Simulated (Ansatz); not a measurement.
C3H7O, doublet, at a GFN2-xTB geometry. Base run: Ansatz (a first-principles code) with CAM-B3LYP/STO-3G.

The Ansatz input:
Ansatz 0.2 input:
```yaml
crystal:
  periodic: [false, false, false]
  atoms:
    - {symbol: O, position_ang: [0.08881149, 1.41624147, -0.02329658]}
    - {symbol: C, position_ang: [0.00962973, 0.14136308, 0.27258208]}
    - {symbol: H, position_ang: [0.01101452, 0.11356863, 1.39709535]}
    - {symbol: C, position_ang: [-1.32014766, -0.54404154, -0.11876877]}
    - {symbol: C, position_ang: [1.24109746, -0.70477262, -0.12589560]}
    - {symbol: H, position_ang: [-1.36361392, -0.61281193, -1.20330932]}
    - {symbol: H, position_ang: [1.26961269, -0.77806021, -1.21063645]}
    - {symbol: H, position_ang: [-2.16293297, 0.05262281, 0.21942231]}
    - {symbol: H, position_ang: [2.15372551, -0.21826934, 0.20741092]}
    - {symbol: H, position_ang: [-1.38199246, -1.54074182, 0.30800656]}
    - {symbol: H, position_ang: [1.18021755, -1.70153345, 0.30087704]}
basis:
  gaussian:
    orbitals: STO-3G
hamiltonian:
  xc: cam_b3lyp
magnetization: {spin_polarized: true, initial_magnetization: 1}
```

The base run was repeated with changes; each row names its change, and settings that it needs were set with it.

```
change                                                           ΔE vs base (kcal/mol)
---------------------------------------------------------------  ---------------------
base                                                                             0.000
lower_state_search = full                                                        0.000
fitting.mean_field = cc-pVTZ-JKFIT                                              -0.121
fitting.mean_field = def2-universal-JKFIT                                        -0.75
final_grid = 4, 8, 17                                                            0.003
point_charge = charge:-1.0 position_ang:-1.189, 3.9332, -2.6212                   3.56
final_grid = 10, 20, 41                                                          0.000
forces = on                                                                      0.000
point_charge = charge:0.5 position_ang:2.8339, 3.6607, 1.5353                    -1.67
lower_state_search = light                                                       0.000
final_grid = 14, 28, 59                                                          0.000
```
